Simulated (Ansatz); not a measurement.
Ansatz results at the PBE0-D4/def2-TZVP geometry: HOMO–LUMO gap (PBE0/def2-TZVPP) 4.81 eV; HOMO energy (PBE0/def2-TZVPP) -6.45 eV; LUMO energy (PBE0/def2-TZVPP) -1.63 eV.

Each molecule was computed in one conformer, which needn't be the lowest.

(1) Which molecule gave them?
A. `C=C[CH2][In]([CH2]C=C)[CH2]C=C`
B. `[CH3][In]([F])[GeH3]`
C. `[Cl][InH][GeH3]`
D. `C[N](C)[In]([OH])[O][SiH3]`

Answers

(1) D. The others give `C=C[CH2][In]([CH2]C=C)[CH2]C=C`: 4.93, -6.03, -1.11; `[CH3][In]([F])[GeH3]`: 5.87, -7.49, -1.62; `[Cl][InH][GeH3]`: 5.55, -7.68, -2.13.
